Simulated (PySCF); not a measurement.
# Spinor energies of Ba²⁺ (barium, charge +2)

Start: [Xe]. Calculated with PySCF 2.14 in x2c-QZVPPall-2c (16s16p11d5f2g, 172 functions): generalised Hartree-Fock with the X2C-1e Hamiltonian and a Gaussian nucleus; one run each with spin-orbit coupling (SO) switched off, then screened by Boettger's factors.

```json
{"spinor shell": "1s1/2", "electrons": "2", "ε, spin-free (eV)": "-37637.0", "ε, screened SO (eV)": "-37632.6", "weight of nominal j (screened SO)": "1.000", "rms radius, screened SO (bohr)": "0.0292"}
{"spinor shell": "2s1/2", "electrons": "2", "ε, spin-free (eV)": "-6065.8", "ε, screened SO (eV)": "-6064.4", "weight of nominal j (screened SO)": "1.000", "rms radius, screened SO (bohr)": "0.119"}
{"spinor shell": "2p1/2", "electrons": "2", "ε, spin-free (eV)": "-5433.6", "ε, screened SO (eV)": "-5700.2", "weight of nominal j (screened SO)": "1.000", "rms radius, screened SO (bohr)": "0.102"}
{"spinor shell": "2p3/2", "electrons": "4", "ε, spin-free (eV)": "-5433.6", "ε, screened SO (eV)": "-5315.1", "weight of nominal j (screened SO)": "1.000", "rms radius, screened SO (bohr)": "0.108"}
{"spinor shell": "3s1/2", "electrons": "2", "ε, spin-free (eV)": "-1335.5", "ε, screened SO (eV)": "-1335.1", "weight of nominal j (screened SO)": "1.000", "rms radius, screened SO (bohr)": "0.311"}
{"spinor shell": "3p1/2", "electrons": "2", "ε, spin-free (eV)": "-1128.1", "ε, screened SO (eV)": "-1180.9", "weight of nominal j (screened SO)": "1.000", "rms radius, screened SO (bohr)": "0.303"}
{"spinor shell": "3d3/2", "electrons": "4", "ε, spin-free (eV)": "-827.08", "ε, screened SO (eV)": "-836.50", "weight of nominal j (screened SO)": "1.000", "rms radius, screened SO (bohr)": "0.287"}
{"spinor shell": "3d5/2", "electrons": "6", "ε, spin-free (eV)": "-827.08", "ε, screened SO (eV)": "-820.38", "weight of nominal j (screened SO)": "1.000", "rms radius, screened SO (bohr)": "0.290"}
{"spinor shell": "4s1/2", "electrons": "2", "ε, spin-free (eV)": "-291.04", "ε, screened SO (eV)": "-290.91", "weight of nominal j (screened SO)": "1.000", "rms radius, screened SO (bohr)": "0.715"}
{"spinor shell": "4p1/2", "electrons": "2", "ε, spin-free (eV)": "-221.33", "ε, screened SO (eV)": "-232.41", "weight of nominal j (screened SO)": "1.000", "rms radius, screened SO (bohr)": "0.743"}
{"spinor shell": "4p3/2", "electrons": "4", "ε, spin-free (eV)": "-221.33", "ε, screened SO (eV)": "-216.31", "weight of nominal j (screened SO)": "1.000", "rms radius, screened SO (bohr)": "0.770"}
{"spinor shell": "4d3/2", "electrons": "4", "ε, spin-free (eV)": "-116.89", "ε, screened SO (eV)": "-118.50", "weight of nominal j (screened SO)": "1.000", "rms radius, screened SO (bohr)": "0.856"}
{"spinor shell": "4d5/2", "electrons": "6", "ε, spin-free (eV)": "-116.89", "ε, screened SO (eV)": "-115.70", "weight of nominal j (screened SO)": "1.000", "rms radius, screened SO (bohr)": "0.866"}
{"spinor shell": "5s1/2", "electrons": "2", "ε, spin-free (eV)": "-55.345", "ε, screened SO (eV)": "-55.321", "weight of nominal j (screened SO)": "1.000", "rms radius, screened SO (bohr)": "1.76"}
{"spinor shell": "5p1/2", "electrons": "2", "ε, spin-free (eV)": "-36.176", "ε, screened SO (eV)": "-37.777", "weight of nominal j (screened SO)": "1.000", "rms radius, screened SO (bohr)": "1.97"}
{"spinor shell": "5p3/2", "electrons": "4", "ε, spin-free (eV)": "-36.176", "ε, screened SO (eV)": "-35.447", "weight of nominal j (screened SO)": "1.000", "rms radius, screened SO (bohr)": "2.05"}
```

Problem. Where does 3p3/2 lie, and what is the 3p spin-orbit splitting (screened SO)?

Solution. At -1104.4 eV, 76.543 eV above 3p1/2.

```csv
quantity,spin-free,screened SO
E (hartree),-8129.75569,-8132.83601
M_J,0,0
⟨J²⟩,0.000,0.000
⟨L²⟩,0.000,0.036
⟨S²⟩,0.000,0.036
```

Breit and QED terms are absent; they matter most for the inner s and p1/2 levels.

Densities and radii are taken from the X2C orbitals without a picture-change correction, which distorts them close to the nucleus.

Without spin-orbit coupling the j labels of p, d and f shells carry no meaning; the spin-free column gives the mean over the occupied spinors of each nl shell.
